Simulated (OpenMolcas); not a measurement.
Ag3+: effect of the metal basis

Ag3+ with its 8 nearest fluoride ions at 2.251 Å, on the Ca site of CaF2 (a = 5.46294 Å, distance in the model lattice 2.366 Å). The rest of the host is ab initio model potentials to 7.6 Å and point charges beyond; the distance is set by hand and nothing relaxes, and no local charge compensation is placed.

```
Program             : OpenMolcas 26.06
Method              : CASSCF
Spin-orbit coupling : state interaction with AMFI integrals over the reference wave functions
```

Fixed: ligand basis ANO-RCC-VDZP, active space 8 electrons in 5 orbitals (4d), DKH2 Hamiltonian.

States (labels of O, the rotations of Oh). Energies in cm-1 above the lowest state or level, χT in cm3 K/mol; under a threefold ground state the first gap can be a small split of the lowest multiplet, not the spin-orbit step.

```tsv
Run	Metal basis	Ground state	First state of that spin	First gap with spin-orbit (degeneracies)	χT at 300 K	First state of another spin	Cost
A	ANO-RCC-VDZP	3T1	3T2 9273	948.9 (1, 3)	1.114	1E 9371	roughly 40 core-seconds
B	ANO-RCC-VTZP	3T1	3T2 8632	937.6 (1, 3)	1.193	1E 10607	roughly 50 core-seconds
```

Against A, the first state of the same spin changes by -6.9 % in B.

Costs are those of the RASSCF and RASSI steps.

An orbital triplet at a regular site is open to Jahn-Teller coupling, which can distort the site and quench the lowest spin-orbit gaps and is left out. Without dynamic correlation the repulsion within the d shell is too large (B by tens of per cent), so at a given field states of lower spin stand too high. Real 4d8 and 5d8 ions are as a rule square planar and diamagnetic. With metal d orbitals alone the field can be off either way by tens of per cent. Ligand-to-metal charge-transfer states are missing. With no ligand orbital active B as a rule stays too high, so bands that hang on it stand too high and its fall with covalency is understated. The least metal-like active orbital is 76 % on the metal (Löwdin) and no ligand orbital is active, so the numbers are rough (holds for A). The least metal-like active orbital is 80 % on the metal (Löwdin) and no ligand orbital is active, so the numbers are rough (holds for B). No measured value stands beside these numbers; the geometry was set by hand and not optimised.
